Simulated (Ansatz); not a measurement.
Two isomers of C2H9BOSi: A = `BC(C)O[SiH3]`, B = `BO[SiH](C)C`.

Gas-phase electronic energies from Ansatz, PBE0-D4/def2-TZVP geometries. CCSD(T)/CBS adds triple-zeta CCSD(T) − MP2 to the extrapolated MP2 energy (def2 sets, frozen cores). Functionals use def2-TZVPP. B3LYP here is the variant with VWN-RPA as its local correlation; programs differ in this. Each species was taken in one conformer, which may not be the lowest.

Question: Which isomer does CCSD(T)/CBS put lower? Give the gap. (Best estimate.)

Answer: Ansatz gave: B, by 290.7 kJ/mol.

Question: Give E(B) − E(A) in kJ/mol with CCSD(T)/def2-TZVPP, B2PLYP, B3LYP, HF/def2-TZVPP, B3LYP-D4, ωB97M-V, r2SCAN-D4. (Estimate.)

Answer: Computed: CCSD(T)/def2-TZVPP -287.8, B2PLYP -290.9, B3LYP -287.3, HF/def2-TZVPP -280.4, B3LYP-D4 -287.0, ωB97M-V -290.9, r2SCAN-D4 -294.3. None reverses the order clearly.

Largest T1 diagnostic: 0.012.

In def2-TZVPP, CCSD(T) changes the Hartree–Fock value by −7.4 kJ/mol (the triples alone add −0.8 kJ/mol) and MP2 by −16.2 kJ/mol.
